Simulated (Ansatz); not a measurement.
The cluster GaO2H. Total charge 0; singlet. Geometry B3LYP-D4/def2-TZVP; atoms count from 1.

```xyz
4

Ga    0.310    1.597   -1.152
O    -0.638   -0.509    0.304
O     0.641    0.133   -0.023
H    -0.313   -1.220    0.871
```

The structure holds 1 bond(s) between oxygen atoms. Another isomer (singlet) lies 1.78 eV lower at PBE0-D4/def2-TZVP; other spin states weren't run for this one.

(1) Estimate the Mulliken populations from the PBE0/def2-TZVP orbitals of Ansatz.

(2) And the Mayer bond orders between bonded heavy atoms (over 0.3)?

## Answers

(1) 
```json
{"atom": "Ga1", "charge (e)": "0.38"}
{"atom": "O2", "charge (e)": "-0.35"}
{"atom": "O3", "charge (e)": "-0.36"}
{"atom": "H4", "charge (e)": "0.33"}
```
Mulliken values and Mayer orders depend strongly on the basis.

(2) Ga1–O3 0.86 (1.88 Å); O2–O3 0.86 (1.47 Å).
